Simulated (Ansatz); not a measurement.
Scan of H2Ge, singlet: symmetric bend, bond length relaxed. Scanned: H-Ge-H angle. Other coordinates (Ge-H bond length) were minimised at B3LYP/def2-TZVP.

The free coordinates were minimised at B3LYP/def2-TZVP in PySCF; the energy column is full CI/aug-cc-pVDZ, cores with 3d frozen run with Ansatz (a program for electronic structure), in kcal/mol.

```
a / °   Ge-H bond length / Å     E
------  --------------------  ----
159.91                 1.574  53.7
151.55                 1.601  43.2
139.77                 1.606  29.2
128.83                 1.602  18.1
119.47                 1.599  10.5
109.29                 1.597   4.4
99.07                  1.597   0.8
90.32                  1.599   0.0
78.77                  1.606   2.4
71.93                  1.612   5.7
60                     1.627  14.7
```

The scan ran from 180.0 to 60.0; beyond the range shown the relaxed coordinates jump or full CI changes its symmetry label.
